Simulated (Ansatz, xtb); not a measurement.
Relative energy of two isomers of H11PSi4

Structure I: `[SiH3][SiH2]P([SiH3])[SiH3]`, a singlet. Structure II: `[SiH3][Si]([SiH3])([SiH3])P`, a singlet. Both are isolated molecules in the gas phase, relaxed with PBE-D3(BJ)/def2-SVP; the shapes shown needn't be the lowest conformers.

I (Å):

```xyz
16

P    -1.3294   -0.0344   -1.1783
Si    1.9048    0.9865    0.9098
Si    0.4724    1.3427   -0.9294
Si   -2.1680    0.1072    0.9301
Si   -0.2727   -2.0333   -0.9410
H     1.1631    1.1401    2.2094
H     3.0109    2.0085    0.8638
H     2.5175   -0.3864    0.8580
H    -0.0760    2.7449   -0.8542
H     1.2743    1.2209   -2.2001
H    -1.1935   -0.3020    2.0032
H    -2.5904    1.5310    1.1679
H    -3.3730   -0.7895    1.0051
H     0.4613   -2.1838    0.3656
H     0.7063   -2.1792   -2.0734
H    -1.3123   -3.1158   -1.0379
```

II (Å):

```xyz
16

P    -2.4214    0.2003    1.2105
Si   -1.4033    1.7318   -2.0548
Si   -0.7276    0.2732   -0.3395
Si    1.2954    1.0001    0.6092
Si   -0.4884   -1.8905   -1.2271
H    -1.6050    3.1205   -1.5068
H    -0.3482    1.7855   -3.1282
H    -2.6964    1.2584   -2.6638
H     2.4046    1.0412   -0.4100
H     1.6942    0.0658    1.7220
H     1.1146    2.3810    1.1845
H    -0.1020   -2.8587   -0.1395
H     0.5863   -1.8965   -2.2822
H    -1.7828   -2.3478   -1.8456
H    -2.1061    1.5036    1.7434
H    -1.6071   -0.4716    2.1942
```

Quicker runs give these differences E(II) − E(I): GFN2-xTB +125.2 kJ/mol; HF/STO-3G +17.0 kJ/mol (at GFN2-xTB geometries); r2SCAN-D4/def2-SVP +30.3 kJ/mol (at GFN2-xTB geometries).

**Question.** Estimate E(II) − E(I) at the level CCSD(T)/def2-SVP + ΔMP2/def2-TZVPP.

**Answer.** Calculated at CCSD(T)/def2-SVP + ΔMP2/def2-TZVPP: E(II) − E(I) = +35.8 kJ/mol, so structure I lies lower.

Level by level:

| level | geometry | E(II) − E(I) (kJ/mol) | departure from the last row (kJ/mol) | job, with rough time for the two |
| --- | --- | --- | --- | --- |
| GFN2-xTB | GFN2-xTB | +125.2 | +89.4 | optimisation, 0.2 s |
| HF/STO-3G | GFN2-xTB | +17.0 | −18.8 | single point, 0.32 s |
| r2SCAN-D4/def2-SVP | GFN2-xTB | +30.3 | −5.5 | single point, 3.7 s |
| PBE-D3(BJ)/def2-SVP | PBE-D3(BJ)/def2-SVP | +20.3 | −15.6 | optimisation, 17 s |
| HF/def2-SVP | PBE-D3(BJ)/def2-SVP | +31.7 | −4.1 | part of the CCSD(T) run |
| MP2/def2-SVP | PBE-D3(BJ)/def2-SVP | +30.8 | −5.0 | part of the CCSD(T) run |
| CCSD(T)/def2-SVP | PBE-D3(BJ)/def2-SVP | +23.3 | −12.5 | single point |
| CCSD(T)/def2-SVP + ΔMP2/def2-TZVPP | PBE-D3(BJ)/def2-SVP | +35.8 |  | single point, 36 s |

As drawn, II has 2 Si–Si, 2 P–H in place of 2 P–Si, 2 Si–H.

The levels shown agree on the order. The largest departure from CCSD(T)/def2-SVP + ΔMP2/def2-TZVPP is that of GFN2-xTB, 89.4 kJ/mol. A small imaginary or near-zero mode remains, so no thermal terms are given. The last row adds to CCSD(T) the change of the MP2 difference between the two basis sets, here +12.5 kJ/mol.

The correlated steps freeze 25 core orbitals. Run with Ansatz 0.2.0, xtb 6.7.1; the last row on 4 threads of Arm Neoverse V2 on a shared host.
